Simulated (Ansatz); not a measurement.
This geometry of AlClH4N2 (8 atoms, charge 0, multiplicity 1) is a first-order saddle point.

The calculation used Ansatz, RKS r2SCANh/def2-SVP.

```xyz
8
Properties=species:S:1:pos:R:3
Al -0.767 0.309 0.513
N 0.809 0.452 -0.619
N -0.459 -1.361 0.463
H 0.616 -0.693 -0.367
Cl -1.813 2.039 1.082
H 0.741 0.680 -1.609
H 1.693 0.815 -0.269
H -0.820 -2.240 0.806
```

Question: Which two structures does it join? (They come from a converged band through this point; their orientation in space is the band's.)

Answer: Bonds broken: N3–H4. Bonds formed: N2–H4.

First end point:

```xyz
8
Properties=species:S:1:pos:R:3
Al -0.303 0.282 0.262
N 0.919 1.074 -0.730
N -0.499 -1.466 0.367
H 0.059 -2.162 -0.111
Cl -1.607 1.497 1.387
H 1.601 0.616 -1.322
H 1.036 2.078 -0.786
H -1.205 -1.921 0.932
```

Last end point:

```xyz
8
Properties=species:S:1:pos:R:3
Al -0.771 0.104 0.537
N 0.823 0.447 -0.629
N -0.619 -1.571 0.594
H 1.081 -0.545 -0.714
Cl -1.577 2.028 0.922
H 0.656 0.830 -1.560
H 1.604 0.962 -0.223
H -1.197 -2.255 1.073
```

Question: How far does it lie above each of them?

Answer: 56.3 kcal/mol above the first and 2.8 kcal/mol above the second. This is the barrier of this one path; another mechanism may lie lower. The orbitals stay closed-shell, which can raise the energy where a bond breaks towards radicals; this wasn't checked here.

Time of the run: 2.5 min on 2 threads of Intel(R) Xeon(R) 6975P-C (Granite Rapids), on a shared host, peak memory 0.23 GiB.
